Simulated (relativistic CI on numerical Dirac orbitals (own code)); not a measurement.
What each ingredient does to the levels of Ir48+

Base calculation: Dirac-Coulomb-Breit CI, KLI orbitals optimised for each configuration, model QED (radiative potential, 1s self-energy scaled to tabulated hydrogen-like ionisation energies), unscaled Slater integrals.

Configurations in the expansion (outside the closed core [Ar]): 3d10 4s, 3d10 4p, 3d10 4d, 3d10 4f, 3d10 5s, 3d10 5p, 3d10 5d, 3d10 5f, 3d10 5g, 3d10 6s, 3d10 6p, 3d9 4s2, 3d10 6d, 3d10 6f, 3d9 4s 4p, 3d10 7s, 3d10 8s, 3d9 4s 4d, 3d9 4s 4f, 3d9 4s 5s, 3d9 4s 5p, 3d9 4s 5d, 3d9 4s 5f. Double excitations out of closed p, d and f shells are left out; levels of such configurations are missing from the list, as are those of other unlisted configurations, and high levels can miss mixing partners.

Variants: (1) QED terms removed. Shifts of the energy above 3d10 4s 2S_1/2, in eV, for the lowest level and the first level of each name with at least 55 % of one term (blank where a level changes its place among those of its configuration and J or its character, or is not in the variant):

| Level | Base | Δ(1) |
| --- | --- | --- |
| 3d10 4s 2S_1/2 | 0.00 | 0.00 |
| 3d10 4p 2P°_1/2 | 104.95 | +1.58 |
| 3d10 4p 2P°_3/2 | 229.91 | +1.46 |
| 3d10 4d 2D_3/2 | 390.74 | +1.76 |
| 3d10 4d 2D_5/2 | 417.28 | +1.69 |
| 3d10 4f 2F°_5/2 | 588.51 | +1.74 |
| 3d10 4f 2F°_7/2 | 595.44 | +1.71 |
| 3d10 5s 2S_1/2 | 1087.31 | +0.89 |
| 3d10 5p 2P°_1/2 | 1138.57 | +1.63 |
| 3d10 5p 2P°_3/2 | 1197.43 | +1.58 |
| 3d10 5d 2D_3/2 | 1274.24 | +1.72 |
| 3d10 5d 2D_5/2 | 1287.12 | +1.69 |
| 3d10 5f 2F°_5/2 | 1363.23 | +1.71 |
| 3d10 5f 2F°_7/2 | 1367.22 | +1.70 |

At this charge energies of transitions that change n are usually good to better than 1 %, and those within a shell (Δn = 0) to a few per cent.

Ionisation energy from the two ground configurations alone: base 2721.03 eV; QED terms removed 2722.73 eV. The NIST ASD value (semi-empirical) is 2720.4 eV.

LS names give the leading component of a level, which can be under half, so a name can repeat, a term be missing and a line seem to break the LS rules.
